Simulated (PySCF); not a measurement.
Atoms are numbered as in `[SiH3:1][O:2][C@@:3]12[CH:4]=[CH:5][C@H:6]3[C@@H:7]1[C@@H:8]23`; H(Xn) means a hydrogen on atom n.

[PySCF 2.14.0 with density-fitted response routines: GFN2-xTB geometry; shielding tensors at PBE0/pcSseg-1 (GIAO); no solvent; non-relativistic Hamiltonian; averaged over atoms made equivalent by symmetry, fast rotation or ring inversion; one conformer]

Shifts are taken against calculated references (same method and geometry level): TMS for ¹³C.

Do the ¹³C shifts follow the atomic charges (in e)? Tabulate both.

Answers


```
atoms  hybridisation  δ (ppm)  σ para (ppm)  Hirshfeld    IAO  Mulliken  ESP-fitted
   C5            sp2    140.9          -206      -0.06  -0.17     +0.01       -0.24
   C4            sp2    138.3          -200      -0.08  -0.20     -0.06       -0.40
   C3            sp3     75.6          -123      +0.08  +0.21     +0.16       +0.50
C7/C8            sp3     56.8          -119      -0.06  -0.17     -0.02       -0.23
   C6            sp3     28.1          -100      -0.04  -0.14     -0.21       -0.08
```

Correlation coefficients of δ with charge over these carbons: Hirshfeld -0.31, IAO -0.23, Mulliken +0.33, ESP-fitted -0.39; with the paramagnetic shielding -0.98. With so few points, grouped by hybridisation, these coefficients are fragile. Charge is one influence among several: hybridisation and low-lying excitations act through the paramagnetic term.

Shifts are as computed. Against solution values, carbons near 30 ppm lie about +3 ppm off and those near 130 ppm about +5 ppm. Of 1211 compounds with measured shifts, 218 miss one by over three times the rms of a fit or turn the order of signals round; such compounds aren't used in these exercises.
